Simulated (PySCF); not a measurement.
PySCF input for Si(Cl)2(H)(SeH) (Cl2H2SeSi), SMILES Cl[SiH](Cl)[SeH], TDA-PBE/def2-SVPD. The structure is a stationary point at B3LYP-D3(BJ)/def2-SVP. This is a generated structure with no PubChem entry under its InChIKey; it may be hypothetical. Other conformers were not sampled.

```python
import numpy as np
from pyscf import gto, scf, dft, tdscf

mol = gto.M(
    atom='''
    Si   -0.45273420    0.24799675    0.57316411
    Cl   -2.03489305   -0.82013625   -0.21298295
    Cl   -0.53685073    2.21234913   -0.06923182
    Se    1.42118599   -0.81123147   -0.16954033
    H    -0.56766113    0.26984530    2.04743021
    H     2.30526028    0.17245163    0.49029460
    ''',
    basis='def2-SVPD',
    charge=0,
    spin=0,
    max_memory=1600,
    verbose=4,
)
mf = dft.RKS(mol, xc='pbe').density_fit(auxbasis='def2-universal-jkfit')
mf.grids.level = 3
mf.conv_tol = 1e-9
mf.max_cycle = 100
mf.kernel()
mf.grids = dft.Grids(mol).set(level=1).build(with_non0tab=True)  # coarser grid for the response kernel
td = tdscf.TDA(mf)
td.singlet = True
td.nstates = 10
td.conv_tol = 1e-4
td.positive_eig_threshold = 1e-6
td.kernel(x0=td.get_init_guess(mf, 15))
td.analyze()
tt = tdscf.TDA(mf)
tt.singlet = False
tt.nstates = 4
tt.conv_tol = 1e-4
tt.positive_eig_threshold = 1e-6
tt.kernel(x0=tt.get_init_guess(mf, 9))
tt.analyze(verbose=3)
```

Output:

```
PySCF version 2.14.0

[INPUT] verbose = 4
[INPUT] num. atoms = 6
[INPUT] num. electrons = 84
[INPUT] charge = 0
[INPUT] spin (= nelec alpha-beta = 2S) = 0
[INPUT] symmetry False subgroup None
[INPUT] Mole.unit = angstrom
[INPUT] Symbol           X                Y                Z      unit          X                Y                Z       unit  Magmom
[INPUT]  1 Si    -0.452734200000   0.247996750000   0.573164110000 AA   -0.855543645224   0.468645937282   1.083123192330 Bohr   0.0
[INPUT]  2 Cl    -2.034893050000  -0.820136250000  -0.212982950000 AA   -3.845390557281  -1.549832897328  -0.402479444702 Bohr   0.0
[INPUT]  3 Cl    -0.536850730000   2.212349130000  -0.069231820000 AA   -1.014500849473   4.180733947620  -0.130829178905 Bohr   0.0
[INPUT]  4 Se     1.421185990000  -0.811231470000  -0.169540330000 AA    2.685652293169  -1.533005301928  -0.320384790768 Bohr   0.0
[INPUT]  5 H     -0.567661130000   0.269845300000   2.047430210000 AA   -1.072724067261   0.509933713001   3.869082356061 Bohr   0.0
[INPUT]  6 H      2.305260280000   0.172451630000   0.490294600000 AA    4.356310575038   0.325886350435   0.926522514353 Bohr   0.0

nuclear repulsion = 487.523878112114
number of shells = 55
number of NR pGTOs = 235
number of NR cGTOs = 135
basis = def2-SVPD
ecp = {}


[settings echo left out]
init E= -3610.5918818279
  HOMO = -0.271466060821278  LUMO = -0.0728016701072467  gap/eV = 5.40593
cycle= 1 E= -3611.19783539638  delta_E= -0.606  |g|= 0.357  |ddm|= 3.43
  HOMO = -0.226774563783835  LUMO = -0.0692418834684259  gap/eV = 4.28668
cycle= 2 E= -3611.14892431846  delta_E= 0.0489  |g|= 0.521  |ddm|= 1.33
  HOMO = -0.231919837431043  LUMO = -0.0569999659405704  gap/eV = 4.75981
cycle= 3 E= -3611.22629091579  delta_E= -0.0774  |g|= 0.116  |ddm|= 0.96
  HOMO = -0.238167918217183  LUMO = -0.0640481919204121  gap/eV = 4.73804
cycle= 4 E= -3611.22988044359  delta_E= -0.00359  |g|= 0.0188  |ddm|= 0.196
  HOMO = -0.238824402681586  LUMO = -0.0632555777231985  gap/eV = 4.77747
cycle= 5 E= -3611.22997607121  delta_E= -9.56e-05  |g|= 0.00778  |ddm|= 0.0476
  HOMO = -0.238352258366954  LUMO = -0.0633308206638774  gap/eV = 4.76258
cycle= 6 E= -3611.22999948022  delta_E= -2.34e-05  |g|= 0.00117  |ddm|= 0.0155
  HOMO = -0.238502412233136  LUMO = -0.0633920370625805  gap/eV = 4.76500
cycle= 7 E= -3611.22999990272  delta_E= -4.22e-07  |g|= 0.000281  |ddm|= 0.00213
  HOMO = -0.238456552736202  LUMO = -0.0633644885956097  gap/eV = 4.76450
cycle= 8 E= -3611.22999991899  delta_E= -1.63e-08  |g|= 0.000104  |ddm|= 0.000578
  HOMO = -0.238467172854103  LUMO = -0.0633671674103833  gap/eV = 4.76471
cycle= 9 E= -3611.22999992251  delta_E= -3.52e-09  |g|= 1.53e-05  |ddm|= 0.000192
  HOMO = -0.238466900830487  LUMO = -0.0633680089081268  gap/eV = 4.76468
cycle= 10 E= -3611.22999992258  delta_E= -7.37e-11  |g|= 4.88e-06  |ddm|= 3.62e-05
  HOMO = -0.238467372143451  LUMO = -0.0633681409614555  gap/eV = 4.76469
Extra cycle  E= -3611.22999992259  delta_E= -5.46e-12  |g|= 7.78e-06  |ddm|= 2.03e-05
converged SCF energy = -3611.22999992259
tot grids = 31320
Overwritten attributes  positive_eig_threshold  of <class 'pyscf.tdscf.rks.TDA'>


******** <class 'pyscf.tdscf.rks.TDA'> for <class 'pyscf.df.df_jk.DFRKS'> ********
nstates = 10 singlet
deg_eia_thresh = 1.000e-03
wfnsym = None
conv_tol = 0.0001
eigh lindep = 1e-12
eigh level_shift = 0
eigh max_cycle = 100


Excitation energies (eV)
[4.95169139 5.21639666 5.61235014 5.83493068 6.40331236 6.53396526
 6.54315779 6.67404631 6.76903533 6.90928043]

** Singlet excitation energies and oscillator strengths **
Excited State   1:      4.95169 eV    250.39 nm  f=0.0080
      42 -> 43       -0.70092
Excited State   2:      5.21640 eV    237.68 nm  f=0.0037
      42 -> 44       -0.67809
      42 -> 45        0.18544
Excited State   3:      5.61235 eV    220.91 nm  f=0.0315
      42 -> 44        0.18028
      42 -> 45        0.67732
Excited State   4:      5.83493 eV    212.49 nm  f=0.0184
      41 -> 43       -0.21616
      42 -> 46       -0.66409
Excited State   5:      6.40331 eV    193.63 nm  f=0.0221
      38 -> 43        0.10738
      41 -> 43        0.55661
      41 -> 44       -0.12777
      41 -> 45       -0.11364
      42 -> 46       -0.13134
      42 -> 47        0.31897
Excited State   6:      6.53397 eV    189.75 nm  f=0.0013
      40 -> 43       -0.68673
      40 -> 44        0.10672
Excited State   7:      6.54316 eV    189.49 nm  f=0.0084
      41 -> 44       -0.66972
      42 -> 47       -0.18435
Excited State   8:      6.67405 eV    185.77 nm  f=0.0657
      38 -> 43        0.16235
      41 -> 43        0.23463
      41 -> 44        0.13440
      41 -> 45       -0.15028
      42 -> 47       -0.57498
Excited State   9:      6.76904 eV    183.16 nm  f=0.0006
      39 -> 43       -0.66454
      40 -> 44       -0.11505
      41 -> 45       -0.16284
Excited State  10:      6.90928 eV    179.45 nm  f=0.0143
      38 -> 43        0.48081
      39 -> 43       -0.12354
      40 -> 44        0.26672
      41 -> 45        0.40829

** Transition electric dipole moments (AU) **
state          X           Y           Z        Dip. S.      Osc.
  1        -0.1414      0.1835     -0.1101      0.0658      0.0080
  2        -0.1198      0.0908     -0.0793      0.0289      0.0037
  3         0.0894     -0.3100      0.3532      0.2288      0.0315
  4        -0.2921      0.0625      0.1986      0.1287      0.0184
  5        -0.2898      0.1100      0.2118      0.1409      0.0221
  6        -0.0512     -0.0459     -0.0565      0.0079      0.0013
  7         0.1485     -0.0692     -0.1602      0.0525      0.0084
  8        -0.5417      0.2901      0.1559      0.4020      0.0657
  9        -0.0210      0.0448      0.0307      0.0034      0.0006
 10        -0.1792      0.1818      0.1385      0.0843      0.0143

** Transition velocity dipole moments (imaginary part, AU) **
state          X           Y           Z        Dip. S.      Osc.
  1        -0.0077      0.0145     -0.0126      0.0004      0.0016
  2        -0.0094      0.0184     -0.0313      0.0014      0.0049
  3         0.0148     -0.0670      0.0769      0.0106      0.0344
  4        -0.0249      0.0019      0.0200      0.0010      0.0032
  5        -0.0302      0.0010      0.0259      0.0016      0.0045
  6        -0.0006     -0.0093     -0.0114      0.0002      0.0006
  7         0.0417     -0.0283     -0.0481      0.0049      0.0135
  8        -0.0885      0.0428      0.0525      0.0124      0.0337
  9         0.0016      0.0008      0.0132      0.0002      0.0005
 10        -0.0315      0.0412      0.0352      0.0039      0.0103

** Transition magnetic dipole moments (imaginary part, AU) **
state          X           Y           Z
  1         0.0373      0.3354      0.3388
  2        -0.0568     -0.0741     -0.1362
  3        -0.0981      0.5155      0.2587
  4         0.3234      0.1565      0.1733
  5         0.1415      0.3520     -0.0410
  6         0.0073     -0.0555      0.3884
  7        -0.1357      0.5224     -0.2094
  8        -0.3549     -0.3612      0.1019
  9         0.2036     -0.3377      0.4663
 10        -0.0351      0.4994      0.1348


******** <class 'pyscf.tdscf.rks.TDA'> for <class 'pyscf.df.df_jk.DFRKS'> ********
nstates = 4 triplet
deg_eia_thresh = 1.000e-03
wfnsym = None
conv_tol = 0.0001
eigh lindep = 1e-12
eigh level_shift = 0
eigh max_cycle = 100


Excitation energies (eV)
[4.53786909 4.95341593 5.33053121 5.47006873]

** Triplet excitation energies and oscillator strengths **
Excited State   1:      4.53787 eV    273.22 nm  f=0.0000
Excited State   2:      4.95342 eV    250.30 nm  f=0.0000
Excited State   3:      5.33053 eV    232.59 nm  f=0.0000
Excited State   4:      5.47007 eV    226.66 nm  f=0.0000
```

The run converged.

Cost: very roughly 50 core-seconds.
